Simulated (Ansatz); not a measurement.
Basis-set series for `O[Si](O)(O)O[SiH2]F`. Total charge 0; spin multiplicity 1. All single points use the PBE0-D4/def2-TZVP geometry. It is one conformer, not always the lowest.

| functional | basis | functions | energy (Eh) | HOMO (eV) | LUMO (eV) |
| --- | --- | --- | --- | --- | --- |
| PBE0-D4 | def2-TZVPP | 309 | -982.62587 | -9.05 | 0.24 |
| PBE0-D4 | def2-QZVPP | 575 | -982.67096 | -9.09 | -0.09 |
| ωB97M-V | def2-TZVPP | 309 | -983.13973 | -11.37 | 1.71 |
| ωB97M-V | def2-QZVPP | 575 | -983.18175 | -11.41 | 1.14 |

Q: Give the rows for def2-SVP. (Estimate.)

A: Computed: 
```json
{"functional": "PBE0-D4", "basis": "def2-SVP", "functions": "131", "energy (Eh)": "-981.88248", "HOMO (eV)": "-8.86", "LUMO (eV)": "0.91"}
{"functional": "ωB97M-V", "basis": "def2-SVP", "functions": "131", "energy (Eh)": "-982.38694", "HOMO (eV)": "-11.17", "LUMO (eV)": "2.59"}
```

Positive LUMOs are unbound and depend on the basis.
